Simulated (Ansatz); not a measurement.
# Relaxing a trial structure of CH3BFSn

The starting geometry of this gas-phase doublet was optimised with GFN2-xTB.

```yaml
atoms:
  - { symbol: C, position_ang: [-1.1201, 0.5338, -1.3772] }
  - { symbol: B, position_ang: [-0.9357, -0.8322, -0.9138] }
  - { symbol: F, position_ang: [-0.5518, -2.0185, -1.2824] }
  - { symbol: Sn, position_ang: [-0.0753, 0.5819, 0.9529] }
  - { symbol: H, position_ang: [-0.6177, 0.8895, -2.2656] }
  - { symbol: H, position_ang: [-1.9556, 1.1568, -1.1021] }
  - { symbol: H, position_ang: [1.5407, -0.0401, 0.4635] }
```

Task: Where would you expect an optimisation with PBE0-D3(BJ)/def2-SVP to take it?

Result: It rearranges, giving a structure given below by its coordinates. Distances that change by over a tenth: C1–Sn4 (2.55 → 2.26 Å). Contacts that open: B2–Sn4 (2.49 → 2.95 Å), Sn4–H7 (1.80 → 3.53 Å). Contacts that close: B2–H7 (2.94 → 1.21 Å).

The energy falls by 1.46 eV over 30 steps:

```csv
step,E − E(last) (eV)
1,1.457
4,1.412
7,1.408
11,1.270
14,0.535
17,0.231
20,0.141
24,0.018
27,0.000
30,0.000
```

Final geometry (Å):

```xyz
7

C    -0.8628    0.5606   -1.0723
B    -0.1481   -0.7780   -0.9092
F    -0.8355   -1.8725   -0.5501
Sn   -0.6782    1.3962    1.0140
H    -0.3114    1.3146   -1.6602
H    -1.9332    0.5639   -1.3254
H     1.0536   -0.9136   -1.0215
```

Frequencies at the end are all real (lowest 70 cm⁻¹). Open shells are spin-unrestricted. Atoms past krypton carry core potentials, without spin–orbit terms. Run with Ansatz 0.2.0, 2.4 min on 2 threads of Arm Neoverse V2, on a shared host.
